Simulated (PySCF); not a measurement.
A table of computed properties in which two entries of one column were swapped by mistake.

| no. | species (SMILES) | level of the electronic properties | HOMO–LUMO gap | smallest rotational constant | HOMO energy |
| --- | --- | --- | --- | --- | --- |
| 1 | N#CC[Si@@H]([SiH3])[SiH2]Cl | PBE0/pcSseg-1 | 7.04 eV | 0.481 GHz | -8.46 eV |
| 2 | C/C(=C\CF)C[C@@H](F)C(F)(F)F | PBE0/pcSseg-1 | 7.30 eV | 1.553 GHz | -7.44 eV |
| 3 | CS(=O)(=O)C1CCNCC1 | PBE0/pcSseg-1 | 7.26 eV | 0.849 GHz | -6.44 eV |
| 4 | C=C([O-])C(F)(F)CC | PBE0/pcSseg-1 | 5.46 eV | 1.505 GHz | -0.09 eV |
| 5 | ClC1CCCCC1 | CAM-B3LYP/def2-SVPD | 10.76 eV | 0.348 GHz | -9.53 eV |
| 6 | C#C[SiH2][Si@H]1C[C@@H](F)C1 | PBE0/def2-SVPD | 7.04 eV | 0.564 GHz | -7.79 eV |

Geometries and rotational constants: GFN2-xTB. Each SMILES stands for a single optimised conformer of the isolated species, non-relativistic unless stated. Electronic properties by PySCF.

The conformers computed, where there is a choice (atom-mapped SMILES and torsion angles):
- `[N:1]#[C:2][CH2:3][Si@@H:4]([SiH3:5])[SiH2:6][Cl:7]`: C2–C3–Si4–Si5 56°, C3–Si4–Si6–Cl7 -175°
- `[CH3:1]/[C:2](=[CH:3]\[CH2:4][F:5])[CH2:6][C@@H:7]([F:8])[C:9]([F:10])([F:11])[F:12]`: C2–C3–C4–F5 -177°, C1–C2–C6–C7 -85°, C2–C6–C7–F8 67°, C6–C7–C9–F10 65°
- `[CH2:1]=[C:2]([O-:3])[C:4]([F:5])([F:6])[CH2:7][CH3:8]`: C1–C2–C4–F5 -67°, C2–C4–C7–C8 -65°
- `[CH:1]#[C:2][SiH2:3][Si@H:4]1[CH2:5][C@@H:6]([F:7])[CH2:8]1`: C2–Si3–Si4–C5 108°

The conformers of `CS(=O)(=O)C1CCNCC1` and `ClC1CCCCC1` aren't listed.

**Question.** Which two entries changed places?

**Answer.** The smallest rotational constant of rows 2 and 5. The true values are 0.348 GHz for `C/C(=C\CF)C[C@@H](F)C(F)(F)F` (21 atoms, 96 electrons) and 1.553 GHz for `ClC1CCCCC1` (18 atoms, 64 electrons), the smallest and the largest in that column.

**Question.** Restore the column in rising order.

**Answer.** row 2: 0.348 GHz, row 1: 0.481 GHz, row 6: 0.564 GHz, row 3: 0.849 GHz, row 4: 1.505 GHz, row 5: 1.553 GHz.

**Question.** Give the restored column in cm⁻¹.

**Answer.** row 1: 0.0160 cm⁻¹, row 2: 0.0116 cm⁻¹, row 3: 0.0283 cm⁻¹, row 4: 0.0502 cm⁻¹, row 5: 0.0518 cm⁻¹, row 6: 0.0188 cm⁻¹.
